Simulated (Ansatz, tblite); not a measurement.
Removing an electron: the cluster Cu5Se5⁻. Total charge -1; singlet. Geometry: PBE-D4/def2-SVP. Ansatz, gas phase; energy differences of separate SCF runs; the oxidised species was run as a doublet alone.

```xyz
10

Cu   -1.9049    0.3998    0.7940
Cu   -0.4332    1.6659   -0.6165
Cu    0.5893    0.5405    1.4794
Cu    1.1372   -0.1857   -1.3219
Cu   -0.2562   -1.4857    0.2921
Se    3.1063   -0.8914   -0.4061
Se   -0.8432    0.2968   -2.4649
Se    1.7110   -1.5201    1.5617
Se   -0.8653    2.3830    1.5796
Se   -2.2410   -1.2031   -0.8974
```

The xTB rows come from tblite. The structure comes from a short search, and lower isomers may exist.

| level | −HOMO (eV) | vertical IE (eV) | −LUMO (eV) | HOMO–LUMO gap (eV) |
| --- | --- | --- | --- | --- |
| GFN1-xTB | 5.82 | 8.34 | 4.26 | 1.57 |
| GFN2-xTB | 6.97 | 9.02 | 5.95 | 1.02 |
| PBE-D4/def2-SVP | 0.89 | 3.09 | -0.08 | 0.97 |

 Raw xTB energy differences between charge states are shifted by several eV; the methods need an empirical correction for them.
